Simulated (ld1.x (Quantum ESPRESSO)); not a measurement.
**Ranking TM potentials for B (Z = 5)**

All share these settings but for the change named:

boron (B), norm-conserving Troullier–Martins (Kleinman–Bylander form), made with ld1.x (Quantum ESPRESSO) 7.5 (PBEsol, scalar-relativistic). Core [He], reference 2s2 2p1. Waves: 2s (bound): rc 1.50 bohr; 2p (bound): rc 2.75 bohr. Local part: the p channel. Core correction: a·sin(br)/r model core inside 1.50 bohr.

Test errors are all-electron minus pseudo excitation energies from the reference, over 2s2 2p0; 2s1 2p0; 2s2 2p0.5; 2s1 2p2; 2s0 2p3; 2s1 2p1; 2s2 2p1.3. None of these files shows a bound ghost.

The base gives 180.6 meV.

Of 8 variants that were run, those that failed, showed a ghost or another fault, or gave nearly equal values are left out.

A variant can come out equal or close to the base, since the largest error may sit in a test that the change hardly touches while other tests move.

(1) Rank these variants by their largest absolute test error, smallest first.
A. all radii but the core radius scaled by about 0.73 (s 1.10, p 2.02 bohr)
B. type ultrasoft; waves now 2s (bound): rcut 1.30, rcutus 1.50 bohr; 2s channel at 0.85 Ry: rcut 1.30, rcutus 1.50 bohr; 2p (bound): rcut 2.40, rcutus 2.75 bohr; 2p channel at 1.9 Ry: rcut 2.40, rcutus 2.75 bohr; local potential all-electron potential smoothed inside 2.70 bohr (lloc = -1); augmentation PSQ, radius 1.25 bohr
C. wave 2p (bound): rc 2.75 bohr becomes 2p (bound): rc 2.26 bohr
D. wave 2s (bound): rc 1.50 bohr becomes 2s (bound): rc 2.12 bohr
E. functional PBE

Answers

(1) B (59.9 meV), A (95.5 meV), C (110.5 meV), D (167.2 meV), E (198.0 meV).
